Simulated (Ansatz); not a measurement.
Start from `C[O][AlH][SH]` and change one atom or group to get `C[O][AlH][F]`.

Ansatz, PBE0-D4/def2-TZVP geometries, multiplicity 1. Each molecule was computed in one conformer, which needn't be the lowest.

| property | `C[O][AlH][SH]` |
| --- | --- |
| HOMO–LUMO gap (ωB97M-V/def2-TZVPP) / eV | 10.93 |
| size of the dipole moment (PBE/def2-TZVPP) / D | 1.55 |
| zero-point energy (PBE0-D4/def2-TZVP) / kJ/mol | 153.5 |
| HOMO energy (ωB97M-V/def2-TZVPP) / eV | -9.90 |
| LUMO energy (ωB97M-V/def2-TZVPP) / eV | 1.03 |
| HOMO–LUMO gap (B3LYP/def2-TZVPP) / eV | 6.66 |

(1) What does the change do to each property? (Estimate.)

Results:

(1) Computed: 
| property | `C[O][AlH][F]` | shift |
| --- | --- | --- |
| HOMO–LUMO gap (ωB97M-V/def2-TZVPP) / eV | 11.99 | 1.06 |
| size of the dipole moment (PBE/def2-TZVPP) / D | 1.14 | -0.41 |
| zero-point energy (PBE0-D4/def2-TZVP) / kJ/mol | 135.4 | -18.1 |
| HOMO energy (ωB97M-V/def2-TZVPP) / eV | -10.89 | -0.99 |
| LUMO energy (ωB97M-V/def2-TZVPP) / eV | 1.11 | 0.08 |
| HOMO–LUMO gap (B3LYP/def2-TZVPP) / eV | 7.56 | 0.90 |

With PBE0 the HOMO falls by 0.76 eV and the LUMO rises by 0.16 eV, so the gap widens by about 0.92 eV. PBE moves the HOMO by -0.49 eV and ωB97M-V by -0.99 eV. The zero-point energy changes by -18.1 kJ/mol with -3 modes. Dipoles are sizes alone; their direction can turn.

B3LYP here is the variant with VWN-RPA as its local correlation; programs differ in this.
